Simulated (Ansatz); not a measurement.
Gas-phase electronic energies from Ansatz, PBE0-D4/def2-TZVP geometries. CBS: MP2 limit from def2 TZ/QZ plus the TZ coupled-cluster correction, frozen cores. Functionals use def2-TZVPP. B3LYP here is the variant with VWN-RPA as its local correlation; programs differ in this. Each species was taken in one conformer, which may not be the lowest.

Reaction (redistribution): `B[Si](C)(N)O` + `FB1CC1Cl` → `B[Si](C)(N)F` + `OB1CC1Cl`

```csv
level,ΔE (kcal/mol)
PBE-D4,-14.1
r2SCAN-D4,-14.2
PBE0-D4,-14.2
B3LYP-D4,-14.2
PBE0,-14.4
B3LYP,-14.5
MP2/def2-TZVPP,-14.1
MP2/CBS(def2),-14.3
```

**Question.** What does CCSD(T)/CBS give? (An estimate is asked.)

**Answer.** Computed: -14.2 kcal/mol. The listed levels differ from it by 0.1, 0.0, 0.0, 0.0, -0.2, -0.3, 0.1, -0.1 kcal/mol.

Largest T1 diagnostic among the species: 0.012.
